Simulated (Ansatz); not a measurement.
**Nudged elastic band run: ClH8N3STi**

Input:

```yaml
crystal:
  periodic: [false, false, false]
  atoms:
    - { symbol: Ti, position_ang: [0.499044, -0.069369, 0.268653] }
    - { symbol: Cl, position_ang: [1.747759, -0.294088, 2.120399] }
    - { symbol: "N", position_ang: [1.543097, -0.01877, -1.287167] }
    - { symbol: H, position_ang: [2.33946, -0.652505, -1.431601] }
    - { symbol: H, position_ang: [1.527322, 0.695549, -2.021752] }
    - { symbol: "N", position_ang: [-0.52987, 1.481043, 0.253177] }
    - { symbol: H, position_ang: [-1.539132, 1.492452, 0.025388] }
    - { symbol: H, position_ang: [-0.204929, 2.406105, 0.560275] }
    - { symbol: "N", position_ang: [-0.742319, -1.5124, 0.04774] }
    - { symbol: H, position_ang: [-1.130381, -2.000477, 0.866598] }
    - { symbol: H, position_ang: [-0.753198, -2.153676, -0.753629] }
    - { symbol: S, position_ang: [-3.685562, 0.185364, -0.526312] }
    - { symbol: H, position_ang: [-2.529596, -0.571429, -0.371127] }
    - { symbol: H, position_ang: [-3.942295, 0.139401, 0.810456] }
basis:
  gaussian: { orbitals: def2-SVP }
hamiltonian:
  xc: pbe
neb:
  order_check: false
  images: 9
  f_tol: 0.05
  max_iterations: 60
  final_atoms:
    - { symbol: Ti, position_ang: [-0.54422732, 0.26751615, -0.48151324] }
    - { symbol: Cl, position_ang: [0.28181785, -2.03471969, 2.26304148] }
    - { symbol: "N", position_ang: [1.24206812, 0.48102583, 0.0181345] }
    - { symbol: H, position_ang: [1.75958437, -0.25245392, 0.52078536] }
    - { symbol: H, position_ang: [1.74664428, 1.37451215, 0.07205474] }
    - { symbol: "N", position_ang: [-1.09499842, 1.43001032, -1.84868137] }
    - { symbol: H, position_ang: [-2.05311197, 1.45276266, -2.21959567] }
    - { symbol: H, position_ang: [-0.57404632, 2.23421938, -2.21728175] }
    - { symbol: "N", position_ang: [-1.00023784, -1.50309374, -0.85636926] }
    - { symbol: H, position_ang: [-0.68566178, -2.22332453, -0.18783925] }
    - { symbol: H, position_ang: [-1.56646533, -1.91475437, -1.6054284] }
    - { symbol: S, position_ang: [-1.63218652, 0.7328478, 1.62982718] }
    - { symbol: H, position_ang: [-2.74971522, 0.01463875, 1.31896359] }
    - { symbol: H, position_ang: [-0.53006388, -0.93198677, 2.15500009] }
  initial_path:
    images:
      - { positions_ang: [[0.499044, -0.069369, 0.268653], [1.747759, -0.294088, 2.120399], [1.543097, -0.01877, -1.287167], [2.33946, -0.652505, -1.431601], [1.527322, 0.695549, -2.021752], [-0.52987, 1.481043, 0.253177], [-1.539132, 1.492452, 0.025388], [-0.204929, 2.406105, 0.560275], [-0.742319, -1.5124, 0.04774], [-1.130381, -2.000477, 0.866598], [-0.753198, -2.153676, -0.753629], [-3.685562, 0.185364, -0.526312], [-2.529596, -0.571429, -0.371127], [-3.942295, 0.139401, 0.810456]] }
      - { positions_ang: [[0.40049866, -0.05760332, 0.20857634], [1.43385458, -0.25723771, 2.23252209], [1.61476832, -0.01707072, -1.19766542], [2.34624155, -0.70747288, -1.36214436], [1.70276212, 0.73782596, -1.8195273], [-0.61989597, 1.52615847, 0.08370095], [-1.63463425, 1.52892005, -0.14231507], [-0.25418381, 2.44939738, 0.31524453], [-0.79997191, -1.54049301, -0.10460129], [-1.21047827, -2.05769723, 0.68784882], [-0.81537528, -2.09588954, -0.95329371], [-3.44780069, 0.14650279, -0.2249222], [-2.68646676, -0.62565113, -0.25534246], [-3.42991827, 0.09751091, 1.09301708]] }
      - { positions_ang: [[0.30195331, -0.04583765, 0.14849969], [1.11995015, -0.22038743, 2.34464518], [1.68643965, -0.01537143, -1.10816383], [2.35302309, -0.76244076, -1.29268773], [1.87820223, 0.78010292, -1.6173026], [-0.70992194, 1.57127394, -0.08577511], [-1.73013651, 1.56538809, -0.31001813], [-0.30343861, 2.49268976, 0.07021406], [-0.85762482, -1.56858602, -0.25694259], [-1.29057555, -2.11491747, 0.50909964], [-0.87755255, -2.03810308, -1.15295841], [-3.21003939, 0.10764158, 0.0764676], [-2.84333752, -0.67987326, -0.13955792], [-2.91754154, 0.05562081, 1.37557816]] }
      - { positions_ang: [[0.20340797, -0.03407197, 0.08842303], [0.80604573, -0.18353714, 2.45676827], [1.75811097, -0.01367215, -1.01866225], [2.35980464, -0.81740864, -1.22323109], [2.05364235, 0.82237988, -1.41507791], [-0.79994791, 1.6163894, -0.25525116], [-1.82563876, 1.60185614, -0.4777212], [-0.35269342, 2.53598213, -0.17481641], [-0.91527774, -1.59667903, -0.40928388], [-1.37067282, -2.1721377, 0.33035046], [-0.93972983, -1.98031663, -1.35262312], [-2.97227808, 0.06878037, 0.37785739], [-3.00020829, -0.73409539, -0.02377338], [-2.40516481, 0.01373072, 1.65813925]] }
      - { positions_ang: [[0.10486262, -0.02230629, 0.02834637], [0.4921413, -0.14668685, 2.56889135], [1.8297823, -0.01197286, -0.92916066], [2.36658618, -0.87237652, -1.15377445], [2.22908246, 0.86465683, -1.21285321], [-0.88997388, 1.66150487, -0.42472722], [-1.92114102, 1.63832418, -0.64542426], [-0.40194822, 2.57927451, -0.41984688], [-0.97293065, -1.62477204, -0.56162517], [-1.45077009, -2.22935794, 0.15160128], [-1.0019071, -1.92253017, -1.55228783], [-2.73451678, 0.02991916, 0.67924719], [-3.15707905, -0.78831752, 0.09201116], [-1.89278808, -0.02815938, 1.94070033]] }
      - { positions_ang: [[0.00631728, -0.01054061, -0.03173029], [0.17823688, -0.10983657, 2.68101444], [1.90145362, -0.01027358, -0.83965908], [2.37336773, -0.92734441, -1.08431782], [2.40452258, 0.90693379, -1.01062851], [-0.97999985, 1.70662034, -0.59420327], [-2.01664327, 1.67479223, -0.81312733], [-0.45120303, 2.62256689, -0.66487736], [-1.03058356, -1.65286505, -0.71396646], [-1.53086737, -2.28657817, -0.0271479], [-1.06408438, -1.86474371, -1.75195254], [-2.49675547, -0.00894205, 0.98063699], [-3.31394981, -0.84253964, 0.2077957], [-1.38041135, -0.07004947, 2.22326141]] }
      - { positions_ang: [[-0.10379164, 0.04507074, -0.12168688], [0.19895307, -0.49481319, 2.59741985], [1.76957652, 0.08798631, -0.66810036], [2.25061106, -0.79236631, -0.76329718], [2.27294692, 1.00044946, -0.79409186], [-1.00299957, 1.65129834, -0.84509889], [-2.02393701, 1.63038631, -1.094421], [-0.47577169, 2.54489739, -0.97535823], [-1.02451442, -1.62291079, -0.74244702], [-1.36182625, -2.27392744, -0.05928617], [-1.16456057, -1.87474584, -1.72264771], [-2.32384168, 0.13941592, 1.11047503], [-3.20110289, -0.67110397, 0.43002928], [-1.21034185, -0.24243693, 2.20960915]] }
      - { positions_ang: [[-0.21390056, 0.10068209, -0.21164347], [0.21966927, -0.87978982, 2.51382526], [1.63769942, 0.18624619, -0.49654164], [2.12785439, -0.65738821, -0.44227655], [2.14137126, 1.09396513, -0.57755521], [-1.02599928, 1.59597633, -1.09599451], [-2.03123075, 1.5859804, -1.37571467], [-0.50034035, 2.46722789, -1.28583911], [-1.01844527, -1.59295652, -0.77092758], [-1.19278513, -2.26127671, -0.09142444], [-1.26503676, -1.88474797, -1.69334288], [-2.15092789, 0.28777389, 1.24031307], [-3.08825597, -0.49966829, 0.65226285], [-1.04027236, -0.41482439, 2.19595688]] }
      - { positions_ang: [[-0.32400948, 0.15629345, -0.30160006], [0.24038546, -1.26476644, 2.43023067], [1.50582232, 0.28450607, -0.32498293], [2.00509772, -0.52241012, -0.12125591], [2.0097956, 1.18748081, -0.36101856], [-1.048999, 1.54065433, -1.34689013], [-2.03852449, 1.54157448, -1.65700833], [-0.52490901, 2.38955838, -1.59631999], [-1.01237613, -1.56300226, -0.79940814], [-1.02374401, -2.24862599, -0.12356271], [-1.36551295, -1.8947501, -1.66403805], [-1.9780141, 0.43613186, 1.3701511], [-2.97540906, -0.32823261, 0.87449643], [-0.87020287, -0.58721185, 2.18230462]] }
      - { positions_ang: [[-0.4341184, 0.2119048, -0.39155665], [0.26110165, -1.64974307, 2.34663607], [1.37394522, 0.38276595, -0.15342421], [1.88234104, -0.38743202, 0.19976473], [1.87821994, 1.28099648, -0.14448191], [-1.07199871, 1.48533232, -1.59778575], [-2.04581823, 1.49716857, -1.938302], [-0.54947767, 2.31188888, -1.90680087], [-1.00630699, -1.533048, -0.8278887], [-0.8547029, -2.23597526, -0.15570098], [-1.46598914, -1.90475224, -1.63473323], [-1.80510031, 0.58448983, 1.49998914], [-2.86256214, -0.15679693, 1.09673001], [-0.70013337, -0.75959931, 2.16865236]] }
      - { positions_ang: [[-0.54422732, 0.26751615, -0.48151324], [0.28181785, -2.03471969, 2.26304148], [1.24206812, 0.48102583, 0.0181345], [1.75958437, -0.25245392, 0.52078536], [1.74664428, 1.37451215, 0.07205474], [-1.09499842, 1.43001032, -1.84868137], [-2.05311197, 1.45276266, -2.21959567], [-0.57404632, 2.23421938, -2.21728175], [-1.00023784, -1.50309374, -0.85636926], [-0.68566178, -2.22332453, -0.18783925], [-1.56646533, -1.91475437, -1.6054284], [-1.63218652, 0.7328478, 1.62982718], [-2.74971522, 0.01463875, 1.31896359], [-0.53006388, -0.93198677, 2.15500009]] }
```

Command:

```bash
$ ansatz run input.yaml --threads 4 --pin off --max-ram 5120MiB --backend cpu --events-out ev --progress --plain --runs-dir out
```

Output, in part (warnings, iteration lines, the closing report on the highest movable image, with atoms numbered from 0):

```
NEB end point (image 0): max|allowed force component| = 2.053e-2 eV/Å (the criterion of neb.relax_end_points is 1.000e-2)
NEB end point (image 10): max|allowed force component| = 1.306e-2 eV/Å (the criterion of neb.relax_end_points is 1.000e-2)
NEB iter   1: max|band force component| = 4.040e1 eV/Å  barrier→ = 8.5886 eV  barrier← = 8.0185 eV  Δτ_max = 0.2000 Å  (628 SCF iters)
NEB iter   2: max|band force component| = 9.817e0 eV/Å  barrier→ = 1.9938 eV  barrier← = 1.4237 eV  Δτ_max = 0.2000 Å  (350 SCF iters)
NEB iter   3: max|band force component| = 5.261e0 eV/Å  barrier→ = 1.2459 eV  barrier← = 0.6758 eV  Δτ_max = 0.2000 Å  (341 SCF iters)
NEB iter   4: max|band force component| = 1.492e0 eV/Å  barrier→ = 0.9871 eV  barrier← = 0.4170 eV  Δτ_max = 0.2000 Å  (333 SCF iters)
NEB iter   5: max|band force component| = 1.374e0 eV/Å  barrier→ = 0.8360 eV  barrier← = 0.2659 eV  Δτ_max = 0.2000 Å  (321 SCF iters)
NEB iter   6: max|band force component| = 1.520e0 eV/Å  barrier→ = 0.8172 eV  barrier← = 0.2472 eV  Δτ_max = 0.1007 Å  (331 SCF iters)
NEB iter   7: max|band force component| = 7.089e-1 eV/Å  barrier→ = 0.8059 eV  barrier← = 0.2358 eV  Δτ_max = 0.2000 Å  (305 SCF iters)
NEB iter   8: max|band force component| = 2.584e0 eV/Å  barrier→ = 0.7769 eV  barrier← = 0.2068 eV  Δτ_max = 0.1002 Å  (325 SCF iters)
NEB iter   9: max|band force component| = 5.519e-1 eV/Å  barrier→ = 0.7262 eV  barrier← = 0.1561 eV  Δτ_max = 0.1996 Å  (301 SCF iters)
NEB iter  10: max|band force component| = 7.843e-1 eV/Å  barrier→ = 0.6949 eV  barrier← = 0.1248 eV  Δτ_max = 0.1011 Å  (314 SCF iters)
NEB iter  11: max|band force component| = 2.725e-1 eV/Å  barrier→ = 0.6641 eV  barrier← = 0.0940 eV  CI = image 9  Δτ_max = 0.2000 Å  (298 SCF iters)
NEB iter  12: max|band force component| = 3.115e-1 eV/Å  barrier→ = 0.7377 eV  barrier← = 0.1676 eV  CI = image 9  Δτ_max = 0.1008 Å  (318 SCF iters)
NEB iter  13: max|band force component| = 2.971e-1 eV/Å  barrier→ = 0.7484 eV  barrier← = 0.1783 eV  CI = image 9  Δτ_max = 0.1003 Å  (300 SCF iters)
NEB iter  14: max|band force component| = 2.238e-1 eV/Å  barrier→ = 0.7487 eV  barrier← = 0.1786 eV  CI = image 9  Δτ_max = 0.1000 Å  (297 SCF iters)
NEB iter  15: max|band force component| = 1.764e-1 eV/Å  barrier→ = 0.7471 eV  barrier← = 0.1770 eV  CI = image 9  Δτ_max = 0.1002 Å  (293 SCF iters)
NEB iter  16: max|band force component| = 1.995e-1 eV/Å  barrier→ = 0.7449 eV  barrier← = 0.1748 eV  CI = image 9  Δτ_max = 0.0499 Å  (302 SCF iters)
NEB iter  17: max|band force component| = 7.005e-2 eV/Å  barrier→ = 0.7474 eV  barrier← = 0.1773 eV  CI = image 9  Δτ_max = 0.1004 Å  (284 SCF iters)
NEB iter  18: max|band force component| = 1.505e-1 eV/Å  barrier→ = 0.7467 eV  barrier← = 0.1766 eV  CI = image 9  Δτ_max = 0.0504 Å  (297 SCF iters)
NEB iter  19: max|band force component| = 2.731e-1 eV/Å  barrier→ = 0.7462 eV  barrier← = 0.1761 eV  CI = image 9  Δτ_max = 0.0250 Å  (296 SCF iters)
NEB iter  20: max|band force component| = 3.077e-2 eV/Å  barrier→ = 0.7460 eV  barrier← = 0.1759 eV  CI = image 9  Δτ_max = 0.0000 Å  (516 SCF iters)
Total energy: -51042.97166935 eV, -1875.7946106797 hartree
Atom 0 at    -0.426769     0.075800    -0.153847 Å, force    -0.007481    -0.006345    -0.005145 eV/Å
Atom 1 at     0.058033    -1.576245     2.117289 Å, force    -0.000840    -0.008226     0.001974 eV/Å
Atom 2 at     1.417430     0.410782    -0.216017 Å, force    -0.004492    -0.003477     0.001922 eV/Å
Atom 3 at     2.177481    -0.273529    -0.291637 Å, force     0.002798     0.002594     0.000519 eV/Å
Atom 4 at     1.803388     1.329197     0.040569 Å, force     0.001074    -0.000275     0.000037 eV/Å
Atom 5 at    -1.051594     1.289575    -1.440091 Å, force    -0.007717     0.003758     0.000655 eV/Å
Atom 6 at    -2.039289     1.541353    -1.570043 Å, force    -0.000217    -0.002520     0.001669 eV/Å
Atom 7 at    -0.463593     1.843794    -2.070946 Å, force     0.006118     0.000487    -0.001553 eV/Å
Atom 8 at    -0.911385    -1.570946    -0.901737 Å, force     0.003959     0.017674     0.003400 eV/Å
Atom 9 at    -0.726496    -2.433185    -0.375754 Å, force     0.003016    -0.008713     0.004595 eV/Å
Atom 10 at    -1.339750    -1.757200    -1.812817 Å, force    -0.001007    -0.002924    -0.003469 eV/Å
Atom 11 at    -1.991792     0.817373     1.730894 Å, force    -0.000041     0.006150     0.000377 eV/Å
Atom 12 at    -2.910086    -0.081530     1.272943 Å, force     0.002792    -0.002104     0.000926 eV/Å
Atom 13 at    -0.996177    -0.488040     2.232292 Å, force     0.002038     0.003922    -0.005907 eV/Å
Dipole moment:     0.014738     0.200063    -0.727392 e Å
```

The run converged. The profile has 2 maxima (images 5, 9) with wells between them (image 6): this band takes more than one step, which may be the mechanism or a detour left from its start path. A vibrational analysis at the climbing image gives one clearly imaginary mode, 144i cm⁻¹: a first-order saddle point. The orbitals stay closed-shell, which can raise the energy where a bond breaks towards radicals; this wasn't checked here.

Final band (atoms are numbered from 1 in the order of the input):

| image | path coordinate (Å) | energy (eV) | Ti1–Cl2 (Å) | S12–H14 (Å) | Ti1–S12 (Å) |
| --- | --- | --- | --- | --- | --- |
| 0 | 0.00 | 0.00 | 2.24 | 1.36 | 4.27 |
| 1 | 1.39 | 0.03 | 2.24 | 1.36 | 4.23 |
| 2 | 2.78 | 0.11 | 2.25 | 1.36 | 4.14 |
| 3 | 4.17 | 0.16 | 2.26 | 1.37 | 4.12 |
| 4 | 5.55 | 0.18 | 2.28 | 1.37 | 4.13 |
| 5 | 6.94 | 0.22 | 2.28 | 1.37 | 4.15 |
| 6 | 8.33 | 0.03 | 2.28 | 1.37 | 3.95 |
| 7 | 9.72 | 0.21 | 2.31 | 1.38 | 3.64 |
| 8 | 11.11 | 0.48 | 2.44 | 1.41 | 2.88 |
| 9 | 12.50 | 0.75 | 2.85 | 1.72 | 2.56 |
| 10 | 14.22 | 0.57 | 3.68 | 2.06 | 2.42 |

The run took 15 min on 4 threads of Intel(R) Xeon(R) Processor @ 2.50GHz (Skylake/Cascade Lake) (shared host), peak memory 0.27 GiB.
